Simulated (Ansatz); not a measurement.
Molecule: 2H-oxasiline, C4H6OSi (charge 0, singlet). 
Coordinates optimised at B3LYP-D3(BJ)/def2-TZVP (Ansatz, a program for electronic structure):
SMILES: C1=CC=C[SiH2]O1
```xyz
12

C      1.6995     0.0783     0.0679
C      1.1130    -1.1283     0.0087
O     -0.2165    -1.3336    -0.0488
Si    -1.3795    -0.1179    -0.0567
C     -0.3846     1.4278     0.0284
C      0.9603     1.3256     0.0772
H      2.7789     0.1094     0.1104
H      1.6800    -2.0513     0.0026
H     -2.1915    -0.2664    -1.2883
H     -2.2834    -0.3387     1.0975
H     -0.8290     2.4166     0.0413
H      1.5606     2.2298     0.1277
```

Basis-set convergence of Hartree-Fock and CCSD correlation energies (hartree) with Ansatz. Correlated levels leave the core frozen unless marked. Spin-orbit coupling is left out. No relativistic terms.

The Hartree-Fock reference is unstable (checked in the largest basis), which strains HF and MP2. 

```csv
basis,functions,E(HF),"E(corr, CCSD)"
cc-pV(D+d)Z,123,-518.78748,-0.84487
cc-pV(T+d)Z,273,-518.86985,-1.01708
cc-pV(Q+d)Z,519,-518.88962,-1.07324
```

Extrapolating the two largest sets (X = 3 and 4) as X^-3: E(corr) = (64·(-1.07324) - 27·(-1.01708))/37 = -1.1142 Eh, an estimate of the basis-set limit. The largest set recovers 96.3 % of it, the smallest 75.8 %.
